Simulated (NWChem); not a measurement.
System: boron monoxide dimer (B2O2); SMILES O=BB=O

NWChem input:

```
start job
memory heap 200 mb stack 700 mb global 900 mb
geometry units angstroms noautosym nocenter noautoz
  O      0.000000     0.000000    -2.025435
  B      0.000000     0.000000    -0.826223
  B      0.000000     0.000000     0.826223
  O      0.000000     0.000000     2.025435
end
basis spherical
  O library iglo-iii
  B library iglo-iii
end
dft
  xc b3lyp
  iterations 150
end
property
  shielding 2 1 2
end
task dft property
```

NWChem printed, in part:

```
             Northwest Computational Chemistry Package (NWChem) 7.3.0
             --------------------------------------------------------

                             Geometry "geometry" -> ""
                             -------------------------

 Output coordinates in angstroms (scale by  1.889725989 to convert to a.u.)

  No.       Tag          Charge          X              Y              Z
 ---- ---------------- ---------- -------------- -------------- --------------
    1 O                    8.0000     0.00000000     0.00000000    -2.02543500
    2 B                    5.0000     0.00000000     0.00000000    -0.82622300
    3 B                    5.0000     0.00000000     0.00000000     0.82622300
    4 O                    8.0000     0.00000000     0.00000000     2.02543500

 Effective nuclear repulsion energy (a.u.)      66.5136065449

                              NWChem Property Module
                              ----------------------

  itol2e modified to match energy
  convergence criterion.

                                 NWChem DFT Module
                                 -----------------

 Summary of "ao basis" -> "ao basis" (spherical)
 ------------------------------------------------------------------------------
       Tag                 Description            Shells   Functions and Types
 ---------------- ------------------------------  ------  ---------------------
 O                          iglo-iii                15       35   7s6p2d
 B                          iglo-iii                15       35   7s6p2d

  itol2e modified to match energy
  convergence criterion.

            General Information
            -------------------
          SCF calculation type: DFT
          Wavefunction type:  closed shell.
          No. of atoms     :     4
          No. of electrons :    26
           Alpha electrons :    13
            Beta electrons :    13
          Charge           :     0
          Spin multiplicity:     1
          Use of symmetry is: off; symmetry adaption is: off
          Maximum number of iterations: 150
          AO basis - number of functions:   140
                     number of shells:    60
          Convergence on energy requested:  1.00D-07
          Convergence on density requested:  1.00D-05
          Convergence on gradient requested:  5.00D-04

              XC Information
              --------------
                         B3LYP Method XC Potential
                     Hartree-Fock (Exact) Exchange  0.200
                        Slater Exchange Functional  0.800 local
                    Becke 1988 Exchange Functional  0.720 non-local
              Lee-Yang-Parr Correlation Functional  0.810
                  VWN I RPA Correlation Functional  0.190 local

             Grid Information
             ----------------
          Grid used for XC integration:  fine
          Radial quadrature: Mura-Knowles
          Angular quadrature: Lebedev.
          Tag              B.-S. Rad. Rad. Pts. Rad. Cut. Ang. Pts.
          ---              ---------- --------- --------- ---------
          O                   0.60       70          11.0       590
          B                   0.85       70          11.0       590
          Grid pruning is: on
          Number of quadrature shells:   280
          Spatial weights used:  Erf1

      Superposition of Atomic Density Guess
      -------------------------------------

 Sum of atomic energies:        -198.64166427

      Non-variational initial energy
      ------------------------------

 Total energy =    -199.632495
 1-e energy   =    -402.036611
 2-e energy   =     135.890510
 HOMO         =      -0.540657
 LUMO         =      -0.041277

   convergence    iter        energy       DeltaE   RMS-Dens  Diis-err
 ---------------- ----- ----------------- --------- --------- ---------
 d= 0,ls=0.0,diis     1   -200.0600202320 -2.67D+02  1.11D-02  3.16D+00
 d= 0,ls=0.0,diis     2   -198.2501503531  1.81D+00  9.19D-03  1.95D+01
 d= 0,ls=0.0,diis     3   -200.3222615502 -2.07D+00  7.56D-04  1.00D-01
 d= 0,ls=0.0,diis     4   -200.3303744256 -8.11D-03  2.50D-04  4.43D-03
 d= 0,ls=0.0,diis     5   -200.3309075632 -5.33D-04  4.01D-05  1.12D-04
  Resetting Diis
 d= 0,ls=0.0,diis     6   -200.3309207486 -1.32D-05  4.79D-06  6.00D-06
 d= 0,ls=0.0,diis     7   -200.3309213784 -6.30D-07  1.25D-06  3.66D-08
 d= 0,ls=0.0,diis     8   -200.3309213611  1.73D-08  7.59D-07  2.20D-07

         Total DFT energy =     -200.330921361083
      One electron energy =     -404.729847787199
           Coulomb energy =      163.175882797285
    Exchange-Corr. energy =      -25.290562916069
 Nuclear repulsion energy =       66.513606544900

 Numeric. integr. density =       26.000000060885

                       DFT Final Molecular Orbital Analysis
                       ------------------------------------

 Vector   11  Occ=2.000000D+00  E=-4.141592D-01
              MO Center=  6.2D-12, -1.2D-11, -3.9D-07, r^2= 3.8D+00
   Bfn.  Coefficient  Atom+Function         Bfn.  Coefficient  Atom+Function
  ----- ------------  ---------------      ----- ------------  ---------------
    18     -0.142926  1 O  py               123     -0.142926  4 O  py
    17      0.140523  1 O  px               122      0.140523  4 O  px
    21     -0.128787  1 O  py               126     -0.128787  4 O  py
    20      0.126622  1 O  px               125      0.126622  4 O  px
    15     -0.104180  1 O  py               120     -0.104180  4 O  py

 Vector   12  Occ=2.000000D+00  E=-3.936991D-01
              MO Center= -6.0D-11,  8.0D-11,  3.4D-07, r^2= 4.1D+00
   Bfn.  Coefficient  Atom+Function         Bfn.  Coefficient  Atom+Function
  ----- ------------  ---------------      ----- ------------  ---------------
    18      0.157342  1 O  py               123     -0.157343  4 O  py
    17      0.155295  1 O  px               122     -0.155295  4 O  px
    21      0.130606  1 O  py               126     -0.130606  4 O  py
    20      0.128907  1 O  px               125     -0.128907  4 O  px
    15      0.113821  1 O  py               120     -0.113821  4 O  py

 Vector   13  Occ=2.000000D+00  E=-3.936991D-01
              MO Center=  6.4D-10, -6.5D-10,  3.9D-07, r^2= 4.1D+00
   Bfn.  Coefficient  Atom+Function         Bfn.  Coefficient  Atom+Function
  ----- ------------  ---------------      ----- ------------  ---------------
    17      0.157342  1 O  px               122     -0.157343  4 O  px
    18     -0.155295  1 O  py               123      0.155295  4 O  py
    20      0.130606  1 O  px               125     -0.130606  4 O  px
    21     -0.128907  1 O  py               126      0.128907  4 O  py
    14      0.113821  1 O  px               119     -0.113821  4 O  px

 Vector   14  Occ=0.000000D+00  E=-9.936425D-02
              MO Center= -5.9D-11,  1.0D-10, -2.2D-08, r^2= 3.0D+00
   Bfn.  Coefficient  Atom+Function         Bfn.  Coefficient  Atom+Function
  ----- ------------  ---------------      ----- ------------  ---------------
    55      0.210888  2 B  px                90      0.210888  3 B  px
    56      0.176120  2 B  py                91      0.176120  3 B  py
    23     -0.168727  1 O  px               128     -0.168727  4 O  px
    52      0.154096  2 B  px                87      0.154096  3 B  px
    24     -0.140909  1 O  py               129     -0.140909  4 O  py

 Vector   15  Occ=0.000000D+00  E=-9.936425D-02
              MO Center= -8.8D-10,  1.1D-09, -2.3D-08, r^2= 3.0D+00
   Bfn.  Coefficient  Atom+Function         Bfn.  Coefficient  Atom+Function
  ----- ------------  ---------------      ----- ------------  ---------------
    56      0.210888  2 B  py                91      0.210888  3 B  py
    55     -0.176120  2 B  px                90     -0.176120  3 B  px
    24     -0.168727  1 O  py               129     -0.168727  4 O  py
    53      0.154096  2 B  py                88      0.154096  3 B  py
    23      0.140909  1 O  px               128      0.140909  4 O  px

 Vector   16  Occ=0.000000D+00  E= 8.442592D-03
              MO Center= -5.4D-09,  5.3D-09, -5.3D-08, r^2= 8.7D+00
   Bfn.  Coefficient  Atom+Function         Bfn.  Coefficient  Atom+Function
  ----- ------------  ---------------      ----- ------------  ---------------
    60      0.757113  2 B  pz                95      0.757113  3 B  pz
    57     -0.597195  2 B  pz                92     -0.597195  3 B  pz
    41     -0.533394  2 B  s                 76      0.533394  3 B  s
     6      0.245311  1 O  s                111     -0.245311  4 O  s
    25     -0.199395  1 O  pz               130     -0.199395  4 O  pz

     Multipole analysis of the density
     ---------------------------------

     L   x y z        total         alpha         beta         nuclear
     -   - - -        -----         -----         ----         -------
     0   0 0 0     -0.000000    -13.000000    -13.000000     26.000000

     1   1 0 0      0.000000      0.000000      0.000000      0.000000
     1   0 1 0     -0.000000     -0.000000     -0.000000      0.000000
     1   0 0 1     -0.000000     -0.000000     -0.000000      0.000000

     2   2 0 0    -14.882620     -7.441310     -7.441310      0.000000
     2   1 1 0     -0.000000     -0.000000     -0.000000      0.000000
     2   1 0 1     -0.000000     -0.000000     -0.000000      0.000000
     2   0 2 0    -14.882620     -7.441310     -7.441310      0.000000
     2   0 1 1      0.000000      0.000000      0.000000      0.000000
     2   0 0 2    -25.219038   -141.997456   -141.997456    258.775874

          -----------------------------------------
          Chemical Shielding Tensors (GIAO, in ppm)
          -----------------------------------------

                                NWChem CPHF Module
                                ------------------

  scftype          =     RHF
  nclosed          =       13
  nopen            =        0
  variables        =     1651
  # of vectors     =        3
  tolerance        = 0.10D-03
  level shift      = 0.00D+00
  max iterations   =       50
  max subspace     =       30

 SCF residual:    3.3727167813677252E-005

Iterative solution of linear equations
  No. of variables     1651
  No. of equations        3
  Maximum subspace       30
        Iterations       50
       Convergence  1.0D-04

   iter   nsub   residual    time
   ----  ------  --------  ---------
     1      3    4.35D-01      98.9
     2      6    1.36D-02     105.8
     3      9    5.37D-04     111.8
     4     12    1.33D-05     118.2

      Atom:    1  O
        Diamagnetic
    378.8266      0.0000      0.0000
      0.0000    378.8266      0.0000
      0.0000      0.0000    410.9482

        Paramagnetic
   -605.6710      0.0000      0.0000
      0.0000   -605.6710     -0.0000
      0.0000     -0.0000      0.0000

        Total Shielding Tensor
   -226.8443      0.0000      0.0000
      0.0000   -226.8443     -0.0000
      0.0000     -0.0000    410.9482

           isotropic =     -14.2468
          anisotropy =     637.7925

          Principal Components and Axis System
                 1           2           3
              410.9482   -226.8443   -226.8443

      1         0.0000     -0.6896      0.7242
      2        -0.0000      0.7242      0.6896
      3         1.0000      0.0000     -0.0000

      Atom:    2  B
        Diamagnetic
    197.6437     -0.0000      0.0000
     -0.0000    197.6437     -0.0000
      0.0000     -0.0000    219.8879

        Paramagnetic
   -178.8321      0.0000     -0.0000
      0.0000   -178.8321      0.0000
     -0.0000      0.0000     -0.0000

        Total Shielding Tensor
     18.8115     -0.0000      0.0000
     -0.0000     18.8115      0.0000
      0.0000      0.0000    219.8879

           isotropic =      85.8370
          anisotropy =     201.0764

          Principal Components and Axis System
                 1           2           3
              219.8879     18.8115     18.8115

      1         0.0000     -0.6510      0.7590
      2         0.0000      0.7590      0.6510
      3         1.0000     -0.0000     -0.0000
```

Level: B3LYP/IGLO-III, GIAO. Structure relaxed at the PBE0/def2-SVP level. The printed shielding anisotropy is the first printed principal value minus the mean of the other two.
